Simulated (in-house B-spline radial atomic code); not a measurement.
# Ionising Ce V (Ce4+) with different functionals

Computed with an all-electron radial atomic-structure program (B-spline basis): four-component Dirac-Coulomb Hamiltonian, Fermi nucleus of rms radius 4.8771 fm, spin-restricted, spherical fractional occupations for the functionals. The ionisation energy is the difference of two self-consistent energies, [Kr] 4d10 5s2 5p6 → [Kr] 4d10 5s2 5p5, without Breit or QED terms; ε is the level of the shell that loses the electron (mean over j). The electron is taken from both j subshells in proportion to 2j + 1, so the result is a j average, not the step between ground levels.

Hybrids are left out here: with spherical fractional occupations of an open shell their exact exchange keeps a self-interaction that integer-occupation calculations don't have.

| method | rung | ΔSCF (eV) | -ε(5p) (eV) |
| --- | --- | --- | --- |
| LDA VWN5 | LDA | 66.92 | 60.31 |
| relativistic LDA | LDA | 66.88 | 60.28 |
| LDA PW92 | LDA | 66.91 | 60.31 |
| LDA exchange-only | LDA | 65.29 | 58.70 |
| PBE | GGA | 66.71 | 60.13 |
| PBEsol | GGA | 66.74 | 60.15 |
| BLYP | GGA | ? | ? |
| RPBE | GGA | ? | ? |
| PW91 | GGA | 66.79 | 60.20 |
| BP86 | GGA | 66.82 | 60.23 |
| AM05 | GGA | 66.74 | 60.15 |
| OLYP | GGA | 66.87 | 60.28 |

(1) What does BLYP give?

(2) What does RPBE give?

(3) How do they compare with the NIST value?

Results:

(1) ΔSCF 66.48 eV, and -ε(5p) = 59.89 eV.

(2) ΔSCF 66.68 eV, and -ε(5p) = 60.10 eV.

(3) NIST lists 65.5 eV ± 0.25 (semi-empirical, ground level to ground level). Errors run from -0.26 to +1.37 eV. The correlated functionals all miss on the same side by more than they spread, so the cause is common to them (Breit-QED terms, spin polarisation, the choice among j levels, multiplet and fine-structure energies, or a listed next ion that isn't the cheapest removal here) and closeness doesn't rank the functionals.
